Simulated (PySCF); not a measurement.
**Computed properties of C3H14Si3, SMILES [SiH2](CC[SiH2][SiH3])C**

C3H14Si3, SMILES C[SiH2]CC[SiH2][SiH3]. The structure is a stationary point at B3LYP-D3(BJ)/def2-SVP. This is a generated structure with no PubChem entry under its InChIKey; it may be hypothetical. One conformer was computed; it need not be the lowest. All values are computed for the isolated molecule unless a solvent is named; none is compared with measurement here.

**Structure.** All 54 harmonic modes at B3LYP-D3(BJ)/def2-SVP (PySCF) are real, so it is a minimum. With heavy atoms numbered as in [CH3:1][SiH2:2][CH2:3][CH2:4][SiH2:5][SiH3:6], the shortest bond between them is C3–C4 at 1.541 Å and the longest Si5–Si6 at 2.353 Å.

**Vibrations.** The strongest infrared lines (harmonic, unscaled, degenerate partners summed) lie at 906 cm⁻¹ (274 km/mol, H 80 %, Si 11 %, C 9 %), 775 cm⁻¹ (187 km/mol, H 78 %, C 13 %, Si 9 %), 2208 cm⁻¹ (181 km/mol, H 96 %). The softest mode is at 37 cm⁻¹ and the zero-point energy is 94.5 kcal/mol.

**Electronic structure.** CAM-B3LYP/def2-TZVP (PySCF) places the frontier levels at -9.03 and 1.05 eV, a gap of 10.08 eV, and gives a dipole moment of 0.79 D. PBE/def2-TZVP (PySCF) at the same geometry gives -6.57 and -0.78 eV, so its gap is 4.29 eV narrower. An orbital gap is neither the optical nor the fundamental gap.

**Excitations.** TDA-PBE0/def2-SVPD (PySCF) has S1 at 6.75 eV (184 nm, f = 0.022, weak); the most intense of the 6 singlets computed lies at 7.36 eV (f = 0.05). T1 (TDA) is at 6.05 eV, 0.70 eV under S1. TDA-PBE/def2-SVPD (PySCF) puts S1 at 6.05 eV. No vertical singlet excitation falls in the visible range (under 3.1 eV).

**NMR.** GIAO shifts at PBE0/pcSseg-1 (PySCF) (non-relativistic, atoms alike by connectivity averaged): ¹³C from -4.1 to 12.2 ppm against TMS; ¹H from 0.5 to 4.3 ppm against TMS; ²⁹Si from -109.7 to -29.2 ppm against TMS.

**Solvation.** SMD-PBE0/def2-SVP (PySCF) gives 4.1 kcal/mol in water, -2.7 kcal/mol in diethylether, -2.3 kcal/mol in acetone (1 M in both phases, gas-phase geometry).
